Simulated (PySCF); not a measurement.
# CuFCl + HF → CuHCl + F₂

Level: PBE0 in the def2-TZVP basis family, all electrons, no relativity, computed in PySCF with density fitting; open shells unrestricted.

```csv
species,state and structure,E (Eh),ZPE (kJ/mol),H(298 K) − H(0) (kJ/mol),S° (J/(mol K))
CuFCl,"doublet, Cs, Cu–Cl 2.067 Å, Cu–F 1.725 Å; Cl–Cu–F 170.5°",-2200.16239,7.1,13.0,284.0
HF,"singlet, C∞v, H–F 0.920 Å",-100.39188,24.9,8.7,173.6
CuHCl,"doublet, Cs, Cu–Cl 2.092 Å, Cu–H 1.490 Å; Cl–Cu–H 136.6°",-2100.92654,15.3,11.9,269.3
F₂,"singlet, D∞h, F–F 1.376 Å",-199.40856,6.6,8.7,201.9
```

**Question.** What is the electronic reaction energy?

**Answer.** At PBE0/def2-TZVP, ΔE = 575.4 kJ/mol from the differences of the total energies times 2625.5, uphill. 

**Question.** Add zero-point, thermal and entropy terms for 298.15 K and 1 bar.

**Answer.** ΔZPE = -10.1 and Δ[H(298) − H(0)] = -1.1 kJ/mol give ΔH° = 564.2 kJ/mol. ΔS° = 13.6 J/(mol K), so ΔG° = 564.2 − 298.15 × (0.0136) = 560 kJ/mol.

Open d or f shells are single determinants, so the state found may not be the ground state. Each species is the lowest minimum found with this bonding; other isomers or fragments can lie lower.
